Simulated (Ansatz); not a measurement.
CH$_{5}$AlBClS, SMILES `[CH3][Al]([Cl])[BH]S`. Total charge 0; spin multiplicity 1. The geometry is a stationary point of PBE0-D4/def2-TZVP. It is one conformer, not always the lowest.

```xyz
10

C    -1.157    0.941    0.731
Al    0.691    0.620    0.207
Cl    2.138    1.992    0.905
B     1.305   -1.042   -0.954
S     0.180   -2.354   -1.312
H    -1.318    1.979    1.030
H    -1.864    0.702   -0.070
H    -1.425    0.313    1.588
H     2.385   -1.236   -1.427
H    -0.936   -1.915   -0.697
```

(1) What is the dipole moment at PBE/def2-TZVPP? (Estimate.)

(2) And with r2SCAN, B3LYP, ωB97M-V? (Estimate.)

(3) Give the Mulliken charges with PBE, B3LYP, r2SCAN in def2-TZVPP. (Estimate.)

## Answers

(1) Ansatz gave: 2.33 D, with components (-2.09, -1.01, -0.25) D in this frame, pointing from negative to positive charge.

(2) Ansatz gave: r2SCAN 2.29 D, B3LYP 2.24 D, ωB97M-V 2.22 D.

(3) The calculation gave: 
```json
{"atom": "C1", "PBE": "-0.43", "B3LYP": "-0.44", "r2SCAN": "-0.40"}
{"atom": "Al2", "PBE": "0.40", "B3LYP": "0.44", "r2SCAN": "0.53"}
{"atom": "Cl3", "PBE": "-0.25", "B3LYP": "-0.27", "r2SCAN": "-0.28"}
{"atom": "B4", "PBE": "-0.10", "B3LYP": "-0.08", "r2SCAN": "-0.13"}
{"atom": "S5", "PBE": "-0.09", "B3LYP": "-0.10", "r2SCAN": "-0.07"}
{"atom": "H6", "PBE": "0.11", "B3LYP": "0.11", "r2SCAN": "0.08"}
{"atom": "H7", "PBE": "0.09", "B3LYP": "0.09", "r2SCAN": "0.07"}
{"atom": "H8", "PBE": "0.10", "B3LYP": "0.09", "r2SCAN": "0.07"}
{"atom": "H9", "PBE": "0.05", "B3LYP": "0.06", "r2SCAN": "0.02"}
{"atom": "H10", "PBE": "0.12", "B3LYP": "0.11", "r2SCAN": "0.10"}
```

B3LYP here is the variant with VWN-RPA as its local correlation; programs differ in this.
